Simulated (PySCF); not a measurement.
# Fractional electron number in Co(2+) (cobalt, charge +2)

The 3d beta orbital of [Ar] 3d7 is emptied in steps (occupation f), with all orbitals relaxed, ending at [Ar] 3d6. Calculation: PySCF 2.14, in def2-TZVP; the non-relativistic Hamiltonian (point nucleus). The exact energy is a straight line in f; departures are measured from the line between the end points of the same method.

Question: Among PBE0, r2SCAN, LC-wPBE, which shows the largest delocalisation error (convex curve), and which is closest to linear?

Answer: Most convex: r2SCAN (-1.901 eV at f = 0.4); closest to linear: LC-wPBE (-0.769 eV).

```tsv
f	PBE0 (eV)	r2SCAN (eV)	LC-wPBE (eV)
1	0.000	0.000	0.000
0.8	-0.887	-1.254	-0.496
0.6	-1.340	-1.892	-0.758
0.4	-1.348	-1.901	-0.769
0.2	-0.903	-1.272	-0.520
0	0.000	0.000	0.000
```

```json
{"method": "PBE0", "E(f=0) − E(f=1) (eV)": "33.916", "−ε at f=1 (eV)": "28.411", "−ε at f=0.4 (eV)": "35.004"}
{"method": "r2SCAN", "E(f=0) − E(f=1) (eV)": "34.032", "−ε at f=1 (eV)": "26.246", "−ε at f=0.4 (eV)": "35.573"}
{"method": "LC-wPBE", "E(f=0) − E(f=1) (eV)": "34.264", "−ε at f=1 (eV)": "31.216", "−ε at f=0.4 (eV)": "34.845"}
```

Reference removal energy between the ground levels: 33.5 ± 0.06 eV (semi-empirical (NIST evaluation); NIST Atomic Spectra Database, ionization energies). The calculation has no spin-orbit coupling. The determinant left behind need not be the lowest term of the ion.
